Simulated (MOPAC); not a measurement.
MOPAC input (PM3):

```
PM3 1SCF GEO-OK AUX(PRECISION=9) THREADS=1
Cl2Mg

Mg    0.00000000 1    0.00000000 1    0.00000000 1
Cl   -0.00000000 1   -0.00000000 1   -2.17569806 1
Cl    0.00000000 1    0.00000000 1    2.17569806 1
```

Q: What heat of formation does the run end on, and which ionisation energy by Koopmans theorem?

A: -62.33 kcal/mol; 10.75 eV.
